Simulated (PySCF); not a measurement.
**From computed data to an observable: entropy of an ideal gas**

SbH2Br, SMILES [Br][SbH2].

Geometry: PBE0-D3(BJ)/def2-TZVP. The def2 effective core potentials stand for the cores of Sb; spin–orbit coupling is left out.

PBE0-D3(BJ)/def2-TZVP (PySCF 2.14.0) gives the harmonic wavenumbers 252, 594, 613, 840, 1956, 1962 cm⁻¹ and the rotational temperatures 4.1664, 0.0781, 0.0781 K. The molar mass is 203.68 g/mol, the symmetry number 1, the spin multiplicity 1.

Work out the entropy at 298.15 K and 1 atm in the rigid-rotor, harmonic-oscillator model.


Translation (Sackur–Tetrode at 1 atm): S = R[1.5 ln M + 2.5 ln T − 1.16487] = 175.1 J/(mol K).
Rotation: q = (√π/σ) T^1.5/√(θA θB θC) = 57200, S = R[ln q + 3/2] = 103.6 J/(mol K).
Vibration: with u = 1.4388 ν/T, each mode gives R[u/(e^u − 1) − ln(1 − e^−u)]:
```tsv
ν (cm⁻¹)	modes	u	S (J/(mol K))
252	1	1.22	7.18
594	1	2.87	1.93
613	1	2.96	1.79
840	1	4.05	0.74
1956	1	9.44	0.01
1962	1	9.47	0.01
```
These are all the modes. Sum 11.7 J/(mol K).
Spin: R ln 1 = 0.0 J/(mol K).
Total 290.3 J/(mol K); the program's own thermochemistry gives 290.3. Translation makes up 60 % and vibration 4 %. Anharmonicity, hindered rotation and orbital degeneracy are left out.
